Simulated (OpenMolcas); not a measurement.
Ni4+ (d6) among equal point charges was computed by CASSCF with the d shell active (OpenMolcas, ANO-RCC-VDZP on the metal). Its lowest spin-free states, and all those of the highest spin:

| 2S+1 | Degeneracy | E (cm-1) |
| --- | --- | --- |
| 5 | 2 | 0.0 |
| 5 | 3 | 2948 |
| 3 | 3 | 28372 |
| 3 | 2 | 29418 |
| 3 | 3 | 30907 |
| 3 | 3 | 31256 |
| 3 | 3 | 33407 |
| 3 | 1 | 33977 |
| 3 | 3 | 35003 |
| 3 | 1 | 36666 |
| 3 | 3 | 37020 |
| 3 | 2 | 37945 |

Is the site octahedral, tetrahedral or cube-like, axial, or of lower symmetry?

The states with 2S+1 = 5 have orbital degeneracies 2, 3. Threefold states need a cubic site. For d6 at this spin an octahedron puts the threefold T2 below the twofold E and a tetrahedron or cube puts the twofold E below the threefold T2, so the site is a tetrahedron or a cube, which this pattern cannot tell apart. The first gap at this spin, 2950 cm-1, is |10Dq| in ligand-field theory. The run had Ni4+ among 4 point charges of -2 e arranged as a tetrahedron (Td), 1.54 Å from the ion.

An orbital doublet at a regular site is open to a Jahn-Teller distortion, which this geometry leaves out. Without dynamic correlation the repulsion within the d shell is too large (B by tens of per cent), so at a given field states of lower spin stand too high. The ground term spreads over less than 5000 cm-1, several times less than with real ligands, so orbital moments are less quenched and χT lies further from the spin-only value than at real sites. This is an electrostatic model: the charges have no orbitals. No measured value stands beside these numbers.
